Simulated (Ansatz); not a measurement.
`CC(C)(C)O[Si]O`, charge 0, multiplicity 1.

Q: Give a relaxed structure at PBE0-D4/def2-TZVP (Ansatz 0.2.0). (Estimate.)

A: Computed: 
```xyz
17

C     0.322   -1.501   -0.513
C     0.002   -0.031   -0.285
C     1.077    0.849   -0.903
C    -1.365    0.310   -0.857
O    -0.043    0.288    1.107
Si    0.186   -0.634    2.461
O    -0.050    0.529    3.604
H     0.349   -1.714   -1.584
H     1.294   -1.764   -0.089
H    -0.434   -2.145   -0.057
H     0.860    1.901   -0.710
H     1.127    0.696   -1.983
H     2.054    0.614   -0.475
H    -1.604    1.357   -0.664
H    -1.385    0.141   -1.937
H    -2.137   -0.311   -0.396
H    -0.251    1.414    3.281
```
Point group Cs.
This is one stationary point; other conformers may exist.
